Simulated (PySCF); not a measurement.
C2H5NSi, SMILES C(C#N)[SiH3] (CAM-B3LYP/def2-SVP optimised geometry):

```
9

N      2.420    -0.930     0.001
C      1.267    -0.968     0.000
C     -0.187    -0.968     0.000
Si    -0.941     0.783     0.000
H     -0.551    -1.513    -0.885
H     -0.551    -1.512     0.886
H     -0.507     1.511    -1.220
H     -0.501     1.513     1.216
H     -2.420     0.634     0.004
```

Level of theory: CAM-B3LYP/def2-TZVP (PySCF).

What are the frontier orbital energies and the dipole moment?

HOMO-2 -11.65 eV, HOMO-1 -10.87 eV, HOMO -10.35 eV, LUMO 0.86 eV, LUMO+1 1.57 eV; dipole moment 4.09 D.

Meta-Löwdin charges at CAM-B3LYP/def2-TZVP: N1 -0.24, C2 0.11, C3 -0.46, Si4 0.55, H5 0.16, H6 0.16, H7 -0.09, H8 -0.09, H9 -0.10.
